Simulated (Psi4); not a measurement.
C$_{3}$H$_{11}$MgNSi (SMILES C[Si](C)(C)[Mg][NH2]), singlet, geometry from GFN2-xTB (such geometries of metal compounds can be far from the true shape), atoms displaced at random by about 0.08 Å a coordinate; R2SCAN/STO-3G, gradient (Psi4 1.11).

Input for Psi4:
```
memory 2 GB

molecule {
0 1
  Mg   -0.50352889    1.62259388    0.34652503
  N    -1.13283111    2.66065610    1.62657376
  H    -1.21535175    2.49290788    2.50843711
  H    -1.50927855    3.60121809    1.63268269
  Si    0.34477783   -0.53948308   -0.42870519
  C    -1.01478192   -1.82097749   -1.10788996
  C     0.90700471   -1.49481922    1.16150720
  C     1.75210211   -0.54960642   -1.74106976
  H    -0.98880128   -2.78750172   -1.29085906
  H    -1.90081067   -1.77455667   -0.41564295
  H    -1.55014404   -1.32332842   -2.09646542
  H    -0.04669073   -1.65150476    1.92875237
  H     1.86816856   -0.98119923    1.58578856
  H     1.16851852   -2.41727490    0.94497052
  H     2.62130918   -0.25358282   -1.20922170
  H     1.49390944   -0.22364225   -2.55530068
  H     2.04328945   -1.68942870   -1.86521699
symmetry c1
no_reorient
no_com
}

set basis sto-3g

gradient('r2scan')
print_variables()
```

Output, abridged:

```
gradient() will perform analytic gradient computation.

   => Loading Basis Set <=

    Name: STO-3G
    Role: ORBITAL
    Keyword: BASIS

         ---------------------------------------------------------
                                   SCF
               by Justin Turney, Rob Parrish, Andy Simmonett
                          and Daniel G. A. Smith
                              RKS Reference
         ---------------------------------------------------------

  ==> Geometry <==

    Molecular point group: c1
    Full point group: C1

    Geometry (in Angstrom), charge = 0, multiplicity = 1:

       Center              X                  Y                   Z               Mass
    ------------   -----------------  -----------------  -----------------  -----------------
         MG          -0.503528890000     1.622593880000     0.346525030000    23.985041697000
         N           -1.132831110000     2.660656100000     1.626573760000    14.003074004430
         H           -1.215351750000     2.492907880000     2.508437110000     1.007825032230
         H           -1.509278550000     3.601218090000     1.632682690000     1.007825032230
         SI           0.344777830000    -0.539483080000    -0.428705190000    27.976926534650
         C           -1.014781920000    -1.820977490000    -1.107889960000    12.000000000000
         C            0.907004710000    -1.494819220000     1.161507200000    12.000000000000
         C            1.752102110000    -0.549606420000    -1.741069760000    12.000000000000
         H           -0.988801280000    -2.787501720000    -1.290859060000     1.007825032230
         H           -1.900810670000    -1.774556670000    -0.415642950000     1.007825032230
         H           -1.550144040000    -1.323328420000    -2.096465420000     1.007825032230
         H           -0.046690730000    -1.651504760000     1.928752370000     1.007825032230
         H            1.868168560000    -0.981199230000     1.585788560000     1.007825032230
         H            1.168518520000    -2.417274900000     0.944970520000     1.007825032230
         H            2.621309180000    -0.253582820000    -1.209221700000     1.007825032230
         H            1.493909440000    -0.223642250000    -2.555300680000     1.007825032230
         H            2.043289450000    -1.689428700000    -1.865216990000     1.007825032230

  Running in c1 symmetry.

  Rotational constants: A =      0.10234  B =      0.03668  C =      0.03584 [cm^-1]
  Rotational constants: A =   3068.18246  B =   1099.50632  C =   1074.59525 [MHz]
  Nuclear repulsion =  321.989640312468566

  Charge       = 0
  Multiplicity = 1
  Electrons    = 62
  Nalpha       = 31
  Nbeta        = 31

  ==> Algorithm <==

  SCF Algorithm Type is DF.
  DIIS enabled.
  MOM disabled.
  Fractional occupation disabled.
  Guess Type is SAD.
  Energy threshold   = 1.00e-08
  Density threshold  = 1.00e-08
  Integral threshold = 1.00e-12

  ==> Primary Basis <==

  Basis Set: STO-3G
    Blend: STO-3G
    Number of shells: 33
    Number of basis functions: 49
    Number of Cartesian functions: 49
    Spherical Harmonics?: true
    Max angular momentum: 1

  ==> DFT Potential <==

   => LibXC <=

    Version 7.1.2
    S. Lehtola, C. Steigemann, M. J. T. Oliveira, and M. A. L. Marques,  SoftwareX 7, 1–5 (2018) (10.1016/j.softx.2017.11.002)

   => Composite Functional: R2SCAN <=

    r2SCAN Meta-GGA XC Functional  (0.1021/acs.jpclett.0c02405)
    J. W. Furness, A. D. Kaplan, J. Ning, J. P. Perdew, J. Sun  J. Phys. Chem. Lett.  11, 8208–8215, 2020

    Deriv               =              1
    GGA                 =           TRUE
    Meta                =           TRUE

    Exchange Hybrid     =          FALSE
    MP2 Hybrid          =          FALSE

   => Exchange Functionals <=

    1.0000   XC_MGGA_X_R2SCAN

   => Correlation Functionals <=

    1.0000   XC_MGGA_C_R2SCAN

   => LibXC Density Thresholds  <==

    XC_MGGA_C_R2SCAN:  1.00E-15
[...]
  @DF-RKS Final Energy:  -657.01817386615710
    Total Energy =                       -657.0181738661570989
[...]
         H            1.493909440000    -0.223642250000    -2.555300680000     1.007825032230
         H            2.043289450000    -1.689428700000    -1.865216990000     1.007825032230

  Nuclear repulsion =  321.989640312468566

  ==> Basis Set <==

  Basis Set: STO-3G
    Blend: STO-3G
    Number of shells: 33
    Number of basis functions: 49
    Number of Cartesian functions: 49
    Spherical Harmonics?: true
    Max angular momentum: 1

  ==> DFJKGrad: Density-Fitted SCF Gradients <==

    Gradient:                    1
    J tasked:                  Yes
    K tasked:                   No
    wK tasked:                  No
    Integrals threads:           1
    Schwarz Cutoff:          1E-12
    Fitting Condition:       1E-10

   => Auxiliary Basis Set <=

  Basis Set: (STO-3G AUX)
    Blend: DEF2-UNIVERSAL-JKFIT
    Number of shells: 238
    Number of basis functions: 740
    Number of Cartesian functions: 872
    Spherical Harmonics?: true
    Max angular momentum: 4

  ==> DFT Potential <==

   => LibXC <=

    Version 7.1.2
    S. Lehtola, C. Steigemann, M. J. T. Oliveira, and M. A. L. Marques,  SoftwareX 7, 1–5 (2018) (10.1016/j.softx.2017.11.002)

   => Composite Functional: R2SCAN <=

    r2SCAN Meta-GGA XC Functional  (0.1021/acs.jpclett.0c02405)
    J. W. Furness, A. D. Kaplan, J. Ning, J. P. Perdew, J. Sun  J. Phys. Chem. Lett.  11, 8208–8215, 2020

    Deriv               =              1
    GGA                 =           TRUE
    Meta                =           TRUE

    Exchange Hybrid     =          FALSE
    MP2 Hybrid          =          FALSE

   => Exchange Functionals <=

    1.0000   XC_MGGA_X_R2SCAN

   => Correlation Functionals <=

    1.0000   XC_MGGA_C_R2SCAN

   => LibXC Density Thresholds  <==

    XC_MGGA_C_R2SCAN:  1.00E-15
    XC_MGGA_X_R2SCAN:  1.00E-11

   => Molecular Quadrature <=

    Radial Scheme          =       TREUTLER
    Pruning Scheme         =           NONE
    Nuclear Scheme         =       TREUTLER

    Blocking Scheme        =         OCTREE
    BS radius alpha        =              1
    Pruning alpha          =              1
    Radial Points          =             75
    Spherical Points       =            302
    Total Points           =         358726
    Total Blocks           =           2677
    Max Points             =            256
    Max Functions          =             46
    Weights Tolerance      =       1.00E-15

  -Total Gradient:
     Atom            X                  Y                   Z
    ------   -----------------  -----------------  -----------------
       1       -0.013765021776     0.040959182174     0.018317611637
       2       -0.007817437536    -0.048824288947     0.155604356283
       3        0.007864742339     0.060101995008    -0.188900043566
       4        0.006471216052    -0.026558417173     0.022917638749
       5        0.029278579046     0.016157540671     0.001733394838
       6        0.073964131880    -0.181518136361     0.014683441863
       7        0.045078440728    -0.120590175091    -0.054569740624
       8       -0.047862587839     0.186513087153    -0.233567965387
       9       -0.034330538644     0.119014321250     0.025405019536
      10       -0.015651043503    -0.004852326199     0.001380974280
      11       -0.037054976828     0.030334642045    -0.050695506990
      12       -0.065870612790    -0.022927432947     0.038512384676
      13        0.047343566957     0.019298899734    -0.000146342071
      14       -0.035444230326     0.115939150662     0.031083272251
      15       -0.024576313650    -0.034972097254     0.007058917151
      16        0.049775304302    -0.097988238957     0.207422417683
      17        0.021679150477    -0.048501106511     0.004542285752

  Variable Map:
  ----------------------------------------------------------------------------
[...]
  Array Variable Map:
  ----------------------------------------------------------------------------
[...]
[...]
```
